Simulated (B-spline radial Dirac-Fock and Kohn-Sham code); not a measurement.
# EELS cross sections of the Pd M3 edge

System: atomic palladium in the configuration 1s2 2s2 2p6 3s2 3p6 3d10 4s2 4p6 4d10. These are calculated numbers from a B-spline atomic structure program; the model is the first Born approximation with generalised oscillator strengths from a Dirac-Hartree-Slater potential (longitudinal and transverse terms; continuum final states only, so no white lines or fine structure). The edge is taken at 532.3 eV (tabulated value).

Edge shape dσ/dE in barn per eV:

```
E − edge (eV)  100 kV, 5 mrad  120 kV, 20 mrad  300 kV, 50 mrad
            1            6.66             16.5             14.0
            3            6.92             17.2             14.6
            6            7.07             17.6             15.0
           10            7.13             17.9             15.3
           15            7.17             18.1             15.6
           20            7.17             18.3             15.8
           30            7.10             18.8             16.8
           40            6.91             19.2             18.1
           50            6.62             19.1             18.8
           65            6.12             18.4             18.9
           80            5.65             17.4             18.4
          100            5.10             16.1             17.4
          125            4.53             14.6             16.1
          150            4.02             13.2             14.9
          200            3.16             10.9             12.8
          250            2.51             9.05             11.0
          300            2.01             7.56             9.52
```

For the first setting the maximum lies 20 eV above the edge. The intensity 300 eV above the edge is 28 % of the maximum.
